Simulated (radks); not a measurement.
Q: Radial electron density D(r) = 4 pi r^2 rho(r) of an atom or ion with 5 electrons. Method: scalar-relativistic Kohn-Sham, r2SCAN, spin-unpolarised, spherical densities, finite nucleus; meta-GGA in the generalised Kohn-Sham scheme; Fermi nuclear charge, rms radius of each element as measured or else 0.836 A^(1/3) + 0.57 fm; computed with a radial shooting solver on a logarithmic mesh with Libxc functionals.

| r (bohr) | D(r) (e/bohr) |
|---|---|
| 0.01241 | 0.1229 |
| 0.01541 | 0.1836 |
| 0.01897 | 0.2686 |
| 0.02354 | 0.3952 |
| 0.02922 | 0.5750 |
| 0.03626 | 0.8255 |
| 0.04501 | 1.165 |
| 0.05586 | 1.611 |
| 0.06877 | 2.149 |
| 0.08535 | 2.810 |
| 0.1059 | 3.535 |
| 0.1315 | 4.242 |
| 0.1632 | 4.804 |
| 0.2025 | 5.068 |
| 0.2493 | 4.919 |
| 0.3094 | 4.309 |
| 0.3841 | 3.343 |
| 0.4767 | 2.277 |
| 0.5916 | 1.420 |
| 0.7342 | 0.9875 |
| 0.904 | 0.9741 |
| 1.122 | 1.187 |
| 1.392 | 1.379 |
| 1.728 | 1.367 |
| 2.145 | 1.122 |
| 2.641 | 0.7665 |
| 3.277 | 0.4184 |
| 4.068 | 0.1812 |
| 5.048 | 0.06141 |
| 6.265 | 0.01606 |
| 7.776 | 0.003106 |

What is the nuclear charge?

A: Z = 5. The innermost maximum, from 1s, lies near gamma/Z bohr with gamma = sqrt(1 - (Z/c)^2) = 0.999, here 0.2 bohr (found: 0.209), and its height grows with Z. The density is that of neutral boron in [He] 2s1.5 2p1.5; the configuration itself is not fixed sharply by these data. D(r) has 2 maxima, at r = 0.209, 1.53 bohr, and minima at 0.815 bohr, inside which lie 2.11 electrons.
